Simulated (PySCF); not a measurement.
Geometry:
```csv
atom,x (Å),y (Å),z (Å)
C1,2.510,0.285,-1.060
Si2,1.393,-0.685,0.141
C3,1.928,-0.285,1.925
Si4,-0.865,-0.080,-0.184
Si5,-1.501,-0.559,-2.387
Si6,-2.220,-1.265,1.315
Si7,-1.123,2.221,0.205
H8,2.242,0.071,-2.090
H9,3.560,0.035,-0.938
H10,2.410,1.357,-0.913
H11,1.680,-2.119,-0.078
H12,1.814,0.773,2.142
H13,1.318,-0.833,2.638
H14,2.965,-0.547,2.112
H15,-2.892,-0.202,-2.675
H16,-0.688,0.162,-3.370
H17,-1.366,-1.981,-2.710
H18,-3.643,-0.944,1.182
H19,-1.874,-0.993,2.712
H20,-2.108,-2.715,1.141
H21,-0.303,3.040,-0.693
H22,-0.738,2.609,1.566
H23,-2.503,2.681,0.027
```

Theoretical values (PySCF): NMR shieldings at PBE0/pcSseg-1/GIAO, geometry: GFN2-xTB. Averaged over atoms made equivalent by symmetry, fast rotation or ring inversion, relativity neglected, isolated molecule, single conformer.

Chemical shifts δ = σref − σ; TMS for 13C (σref 186.93), 1H (σref 31.72), 29Si (σref 349.16), all at this level.

```csv
atoms,nucleus,count,Hirshfeld charge,δ (ppm)
Si5/Si6/Si7,29Si,3,0.21,-111.2
H8/H9/H10/H12/H13/H14,1H,6,0.04,?
H15/H16/H17/H18/H19/H20/H21/H22/H23,1H,9,-0.07,?
H11,1H,1,-0.08,4.58
C1/C3,13C,2,-0.21,-2.6
Si2,29Si,1,0.29,-34.2
Si4,29Si,1,0.03,-162.3
```

Q: Complete the table.

A: 
- H15/H16/H17/H18/H19/H20/H21/H22/H23: 3.60 ppm, hydrogen on a silicon bonded to Si
- H8/H9/H10/H12/H13/H14: 0.24 ppm, hydrogen on a methyl carbon bonded to Si; an electropositive neighbour shields it, as in TMS itself

Shifts are as computed. Against solution values, carbons near 30 ppm lie about +3 ppm off and those near 130 ppm about +5 ppm. Of 1309 compounds with measured shifts, 239 miss one by over three times the rms of a fit or turn the order of signals round; such compounds aren't used in these exercises.
